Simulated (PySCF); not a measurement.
C2H7Al, SMILES [CH3][AlH][CH3] (connectivity only; charge and spin as stated), charge -1, multiplicity 2.

Geometry: B3LYP-D3(BJ)/def2-SVPD. The multiplicity is an assumed one; other spin states were not compared. The isomer is the one that the SMILES or the coordinates give; other isomers of the formula were not compared.

Two levels are set side by side: PBE/def2-TZVPD (PySCF) and B3LYP/def2-TZVPD (PySCF). Same geometry, gas phase. Differences are taken from unrounded values.

```csv
quantity,PBE
α-spin orbital gap (eV),1.62
β-spin orbital gap (eV),4.17
mean polarisability (bohr³),140.2
```

### Question
These are the PBE values. What does B3LYP give? (The exact figures need the calculation; the answer reports its results.)

### Answer

| quantity | B3LYP | PBE minus B3LYP |
|---|---|---|
| α-spin orbital gap (eV) | 2.54 | -0.92 |
| β-spin orbital gap (eV) | 5.40 | -1.23 |
| mean polarisability (bohr³) | 130.2 | 10.0 |

Loosely held outer electrons make PBE densities more polarisable. Differences between two approximate levels are no errors against the true value.

Rough cost on one machine, each run with all the roots and properties that it gave: B3LYP against PBE within a factor of 2.
